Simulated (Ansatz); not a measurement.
CH3AlF2Se (`C[Se][Al]([F])[F]`), relaxed with RKS PBE-D4/def2-SVP in the Gaussian-basis code of Ansatz from a rough embedded geometry. The force threshold is 0.03 eV/Å; the program also tests the step.

Total charge 0; spin multiplicity 1.

Start:

```xyz
8

C    -1.399   -0.217   -0.244
Se   -0.612    0.611    1.270
Al    1.642    0.279    0.438
F     2.540   -1.170    0.895
F     2.421    1.553   -0.556
H    -1.024   -1.251   -0.409
H    -1.095    0.375   -1.197
H    -2.473   -0.181   -0.197
```

(1) By how much does the energy fall, and how many steps does the optimiser take? (Estimate.)

(2) Which bonds change most? (An estimate is asked.)

(3) Give the relaxed structure. (An estimate is asked.)

Answers

(1) The calculation gave: 77.34 kJ/mol, in 29 steps, 4 of them rejected.

(2) Computed: Se2–Al3 from 2.426 to 2.290 Å; Al3–F5 from 1.794 to 1.675 Å; C1–Se2 from 1.897 to 1.993 Å; Al3–F4 from 1.764 to 1.669 Å.

(3) The calculation gave: 
```xyz
8

C    -1.371   -0.151   -0.390
Se   -0.392   -0.647    1.273
Al    1.646    0.133    0.575
F     3.011    0.033    1.530
F     1.771    0.830   -0.943
H    -1.781   -1.076   -0.833
H    -0.692    0.344   -1.106
H    -2.191    0.533   -0.107
```
